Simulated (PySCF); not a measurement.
Computed shifts of a molecule C₄H₇Br, PBE/pcSseg-1 in PySCF, GIAO, gas phase, equivalent atoms averaged, in ppm (number of nuclei): ¹³C: 51.1 (1), 34.7 (1), 23.2 (2). ¹H: 1.92 (3), 1.43 (2), 1.02 (2). References: ¹³C against TMS (σ = 182.0 ppm); ¹H against TMS (σ = 31.49 ppm), references at their B3LYP-D3(BJ)/def2-TZVP geometries, non-relativistic (without spin–orbit terms, shifts of atoms bonded to Cl or Br come out too high). Geometry: r2SCAN-D4/def2-SVP. Other conformers were not sampled.

Task: Which molecule gave these data?
A) BrCC1CC1
B) CC1(Br)CC1
C) CC/C=C\Br
D) BrC1CCC1

Result: B, CC1(Br)CC1
